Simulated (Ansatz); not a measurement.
System: C6H12S, net charge 0, singlet state. 
Geometry from a B3LYP-D3(BJ)/def2-TZVP (Ansatz, a first-principles code) optimisation:
```xyz
19

C     -2.1505    -0.7092     0.2910
C     -1.8717     0.7591    -0.0308
C     -0.4356     1.1514     0.3292
C      0.5787     0.2318    -0.3504
C      0.3035    -1.2373    -0.0302
C     -1.1338    -1.6258    -0.3896
S      2.3115     0.7146     0.0040
H     -2.0982    -0.8562     1.3756
H     -3.1653    -0.9775    -0.0124
H     -2.0337     0.9312    -1.1007
H     -2.5749     1.4068     0.4982
H     -0.2362     2.1882     0.0550
H     -0.2999     1.0803     1.4140
H      0.5099     0.3735    -1.4340
H      1.0197    -1.8705    -0.5556
H      0.4669    -1.3980     1.0412
H     -1.2618    -1.5633    -1.4760
H     -1.3142    -2.6678    -0.1148
H      2.2600     0.4992     1.3300
```
Charge 0, spin multiplicity 1.

Property: atomisation energy (electronic, to ground-state atoms), in eV. Cores are frozen in the correlated levels unless marked. Open shells are spin-unrestricted. Spin-orbit coupling is left out. Non-relativistic. The coupled-cluster limit lacks core correlation, which all-electron functionals hold. CBS(X,Y): correlation extrapolated as X^-3; Hartree-Fock from the larger set. The bracket is a focal-point correction in the basis named.

```csv
level,program,atomisation energy (eV)
PBE-D4/def2-TZVPD,Ansatz + dftd4,80.68
r2SCAN/def2-TZVPD,Ansatz,79.11
PBE0/def2-TZVPD,Ansatz,79.39
r2SCANh-D4/def2-TZVPD,Ansatz + dftd4,78.97
LC-wPBE/def2-TZVPD,Ansatz,79.02
SCS-MP2/STO-3G,Ansatz,82.33
CCSD/aug-cc-pV(D+d)Z,Ansatz,(withheld)
CCSD/cc-pV(D+d)Z,Ansatz,(withheld)
"RI-MP2/CBS(aug-cc-pV(T+d)Z,aug-cc-pV(Q+d)Z)+[CCSD(T)-MP2]/aug-cc-pV(T+d)Z",Ansatz,79.09
```

Fill in the missing entries.


- CCSD/aug-cc-pV(D+d)Z, atomisation energy (eV): 73.57
- CCSD/cc-pV(D+d)Z, atomisation energy (eV): 73.05
